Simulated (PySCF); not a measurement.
## Working out the electron affinity of As

As- [Ar] 3d10 4s2 4p4 (3P) → As [Ar] 3d10 4s2 4p3 (4S). Calculation: PySCF 2.14, in aug-cc-pVTZ-PP with one added diffuse shell each of s, d, f type with ECP10MDF (7s5p5d3f, 68 functions); scalar relativity through the core potential. Frozen: 3s2 3p6 3d10. Energies in hartree (1 hartree = 27.21139 eV):

```
             part  As- (lower)   As (upper)
              UHF  -331.199231  -331.210180
MP2 opposite-spin    -0.076705    -0.052807
    MP2 same-spin    -0.023393    -0.019589
```

What does Hartree-Fock give?

(-331.210180) − (-331.199231) = -0.010949 hartree = -0.298 eV.

What do MP2 and SCS-MP2 (6/5 opposite-spin, 1/3 same-spin) give?

The opposite-spin parts differ by 0.650 eV and the same-spin parts by 0.104 eV. MP2: -0.298 + (0.650) + (0.104) = 0.456 eV. SCS-MP2: -0.298 + 1.2 × (0.650) + (0.104)/3 = 0.517 eV.

Reference: 0.804 eV (measured; photodetachment measurements, as compiled on the Wikipedia data page of electron affinities), between the lowest levels; spin-orbit coupling is absent from the calculation.

What remains against the reference includes basis incompleteness, the frozen core and correlation beyond second order.
